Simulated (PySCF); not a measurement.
**Radial density of Cs³⁺ (caesium, charge +3)**

LDA, [Kr] 4d10 5s2 5p4, high-spin 3P determinant. All numbers are calculated (PySCF 2.14, scalar relativity through the core potential, in def2-TZVP with the def2 core potential (46 electrons) (5s3p3d, 29 functions)). This is the valence pseudo-density: the core potential removes the inner electrons and smooths the orbitals near the nucleus.

```csv
r (bohr),4πr²ρ (e/bohr),4πr²(ρα − ρβ)
0.187,1.674e-05,0.0000
0.314,0.0001704,0.0000
0.529,0.007807,0.0005
0.889,0.6037,0.1306
1.50,4.246,1.2845
2.52,1.803,0.7011
4.23,0.03155,0.0116
7.12,1.001e-05,0.0000
12.0,1.541e-05,0.0000
```

Energies and moments cover only the electrons outside the core potential. Spin-orbit coupling, absent here, splits the open shell strongly.
